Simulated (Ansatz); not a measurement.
Mulliken charges of C2H5BrIn, SMILES `C[CH2][In][Br]` radical from B3LYP/def2-TZVPP in Ansatz (PBE0-D4/def2-TZVP geometry).

| atom | x (Å) | y (Å) | z (Å) | charge (e) |
| --- | --- | --- | --- | --- |
| C1 | -0.628 | 0.719 | 0.192 | -0.243 |
| C2 | 0.394 | -0.229 | 0.773 | -0.342 |
| In3 | 0.786 | -1.934 | -0.664 | 0.506 |
| Br4 | 0.752 | -1.054 | -3.053 | -0.434 |
| H5 | -1.610 | 0.252 | 0.086 | 0.085 |
| H6 | -0.756 | 1.590 | 0.846 | 0.091 |
| H7 | -0.332 | 1.088 | -0.792 | 0.107 |
| H8 | 1.388 | 0.211 | 0.880 | 0.113 |
| H9 | 0.096 | -0.688 | 1.715 | 0.117 |

Task: By hand: the dipole of these point charges (1 e Å = 4.8032 D).

Result: Σ q r = (0.016, -0.392, 0.978) e Å, of length 1.054 e Å = 5.06 D.

Task: How does the dipole of the full density compare? (Best estimate.)

Result: Ansatz gave: (-0.055, -0.038, 0.792) e Å, 3.82 D; the point charges give 1.32 times that, at 20° from its direction.

Point charges leave out the atoms' own dipoles, such as those of lone pairs, and Mulliken's split depends on the basis, so the two needn't agree.

B3LYP here is the variant with VWN-RPA as its local correlation; programs differ in this.
